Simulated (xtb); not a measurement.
Input for xtb: GFN1-xTB on CH5NOSn (SMILES C[O][Sn][NH2]), a point of a torsion scan.

```
$ xtb mol.xyz --gfn 1 --sp --chrg 0 --uhf 0
9

C     -1.83189238    -0.22095676     0.24478614
O     -0.53207652     0.10625311    -0.14445903
Sn     0.88152174     1.58050393     0.15376195
N      2.22126256     0.55813143    -0.99108949
H     -2.39719397     0.63804725     0.62087120
H     -1.80962776    -0.98875463     1.02413274
H     -2.36490198    -0.62583093    -0.62071956
H      1.97410960    -0.32974562    -1.40948094
H      3.17457319     0.77683631    -1.24545311
```

**Question.** Give the final energy of this run.

**Answer.** -15.2409 hartree.
